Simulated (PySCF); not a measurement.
**Correlation energy of Pb²⁺ (lead, charge +2)**

[Xe] 4f14 5d10 6s1 6d1, high-spin 3D determinant (an excited configuration). Calculation: PySCF 2.14, in aug-cc-pwCVTZ-PP with ECP60MDF; scalar relativity through the core potential. Frozen: 5s2 5p6 5d10; 2 electrons correlated.

With two correlated electrons CCSD is exact within the correlated space (frozen core and kept virtual orbitals).

```
level  correlation energy (mhartree)
 CCSD                          -7.11
```

Diagnostics: T1 = 0.0060, D1 = 0.0119, largest double amplitude 0.053.

Spin-orbit coupling, absent here, splits the open shell strongly. The outer electron is Rydberg-like, and this basis confines it to a smaller radius and binds it less than a complete one would.

Cost of the coupled-cluster step: about 8 core-seconds, for 2 correlated electrons.
